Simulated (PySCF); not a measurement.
C2H6F2Ge, SMILES [F][Ge]([F])([CH3])[CH3].

Coordinates come from a B3LYP-D3(BJ)/def2-SVP optimisation.

Two levels are set side by side: PBE/def2-TZVP (PySCF) and HF/def2-TZVP (PySCF). Same geometry, gas phase. Differences are taken from unrounded values.

| quantity | HF | PBE | PBE minus HF |
|---|---|---|---|
| orbital gap (eV) | 15.37 | 7.20 | -8.17 |
| highest occupied level (eV) | -12.21 | -7.56 | 4.65 |
| lowest empty level (eV) | 3.16 | -0.36 | -3.52 |
| dipole moment (D) | 3.70 | 3.31 | -0.39 |
| mean polarisability (bohr³) | 46.8 | 53.3 | 6.5 |

Without exact exchange PBE keeps part of each electron's self-repulsion, which lifts occupied levels and narrows the gap. PBE's more diffuse valence density responds more strongly to a field. Differences between two approximate levels are no errors against the true value.

Rough cost on one machine, each run with all the roots and properties that it gave: HF against PBE about 1/4.
